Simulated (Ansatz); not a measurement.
Start from `[NH2][W](=[S])(=[S])[Cl]` and change one atom or group to get `[NH2][W]([OH])(=[S])=[S]`.

Ansatz, PBE0-D4/def2-TZVP geometries, multiplicity 1. Each molecule was computed in one conformer, which needn't be the lowest.

Elements past krypton have def2 core potentials.

| property | `[NH2][W](=[S])(=[S])[Cl]` |
| --- | --- |
| LUMO energy (PBE0/def2-TZVPP) / eV | -2.86 |
| LUMO energy (ωB97M-V/def2-TZVPP) / eV | -0.88 |
| HOMO–LUMO gap (PBE0/def2-TZVPP) / eV | 4.49 |
| HOMO energy (ωB97M-V/def2-TZVPP) / eV | -9.32 |
| size of the dipole moment (ωB97M-V/def2-TZVPP) / D | 3.53 |
| HOMO energy (PBE0/def2-TZVPP) / eV | -7.35 |

(1) What does the change do to each property? (Best estimate.)

## Answers

(1) Ansatz gave: 
```
                                          property  `[NH2][W]([OH])(=[S])=[S]`  shift
                LUMO energy (PBE0/def2-TZVPP) / eV                       -2.56   0.30
             LUMO energy (ωB97M-V/def2-TZVPP) / eV                       -0.57   0.31
              HOMO–LUMO gap (PBE0/def2-TZVPP) / eV                        4.59   0.10
             HOMO energy (ωB97M-V/def2-TZVPP) / eV                       -9.13   0.19
size of the dipole moment (ωB97M-V/def2-TZVPP) / D                        3.60   0.07
                HOMO energy (PBE0/def2-TZVPP) / eV                       -7.15   0.20
```

With PBE0 the HOMO rises by 0.20 eV and the LUMO rises by 0.30 eV, so the gap widens by about 0.10 eV. PBE moves the HOMO by 0.21 eV and ωB97M-V by 0.19 eV. The zero-point energy changes by 30.3 kJ/mol with +3 modes. Dipoles are sizes alone; their direction can turn.
